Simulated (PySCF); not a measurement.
# A small calculation by hand: oscillator strength and radiative lifetime

H7NO2Si2, SMILES [Si@H](O)(N)O[SiH3].

The structure is a stationary point at B3LYP-D3(BJ)/def2-SVP. The structure was generated by enumeration; whether it is a known compound was not checked. The values are those of a single conformer.

TDA-PBE0/def2-SVPD (PySCF) puts the first singlet state with f over 0.02 at 6.85 eV (vertical), with the transition dipole (0.407, 0.378, 0.093) in atomic units.

Task: Find the oscillator strength, the wavelength and the radiative lifetime that this transition would have in vacuum if emission retraced absorption.

Result: 
|μ|² = 0.3172 au, so |μ| = 1.43 D. ΔE = 6.85/27.211 = 0.2517 hartree. f = (2/3) ΔE |μ|² = 0.053 (the program prints 0.053).
λ = 1239.84/6.85 = 181 nm; ν = 55249 cm⁻¹.
Einstein's coefficient A = 0.6670 ν² f s⁻¹ (ν in cm⁻¹) = 1.1e8 s⁻¹, so τ = 1/A = 9.2 ns. This state is S1. The figure is the radiative limit of this one transition; relaxation, internal conversion, crossing to triplets and a medium change what is measured.
